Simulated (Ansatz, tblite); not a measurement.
Removing and adding an electron: Ga3H5 (the lowest singlet isomer of a short search). Charge 0, multiplicity 1. Geometry: r2SCAN-D4/def2-SVP. Ansatz, gas phase; energy differences of separate SCF runs; the oxidised species was run as a doublet alone; the reduced species was run as a doublet alone.

Cartesian coordinates in Å:
```
Ga 1.005 0.671 0.344
Ga -0.063 -1.459 -0.523
Ga -1.359 0.477 -0.591
H 1.998 1.362 1.339
H -2.229 1.564 -1.271
H 0.609 -2.718 -1.123
H 0.718 -1.023 0.960
H -0.678 1.126 0.864
```

The xTB rows come from tblite. Another isomer (singlet) lies 0.04 eV lower at PBE-D4/def2-TZVP; other spin states weren't run for this one.

```
               level  −HOMO (eV)  vertical IE (eV)  −LUMO (eV)  vertical EA (eV)  HOMO–LUMO gap (eV)  IE − EA (eV)                       remarks
            GFN1-xTB        9.78             12.04        6.50                 –                3.28             –                             –
            GFN2-xTB        9.62             12.03        7.66              5.25                1.96          6.78                             –
    PBE-D4/def2-TZVP        5.37              7.92        2.33                 –                3.04             –                             –
   PBE-D4/def2-TZVPD        5.36                 –        2.33              0.30                3.02             –  HOMO above zero (-1 doublet)
 r2SCAN-D4/def2-TZVP        5.56              7.91        2.18                 –                3.38             –                             –
r2SCAN-D4/def2-TZVPD        5.54                 –        2.16              0.31                3.38             –  HOMO above zero (-1 doublet)
   PBE0-D4/def2-TZVP        6.12              7.89        1.62                 –                4.50             –                             –
  PBE0-D4/def2-TZVPD        6.10                 –        1.62              0.22                4.48             –  HOMO above zero (-1 doublet)
```

Relaxing the reduced species (r2SCAN-D4/def2-SVPD) changes its energy by -0.70 eV at PBE-D4/def2-TZVPD, so the adiabatic electron affinity to this nearest minimum is 0.99 eV. At PBE0-D4/def2-TZVPD it is 0.94 eV. The highest occupied level of the relaxed charge -1 doublet lies above zero (up to 0.73 eV). By energy differences its removal costs 0.99 eV (each at its own geometry, to the charge 0 singlet, at PBE-D4/def2-TZVPD); the vertical value is larger still, so the positive level points to self-interaction error.     A HOMO above zero means that the electron is unbound at that level or that self-interaction error raises the level; the energy of removing that electron tells which. Raw xTB energy differences between charge states are shifted by several eV; the methods need an empirical correction for them.
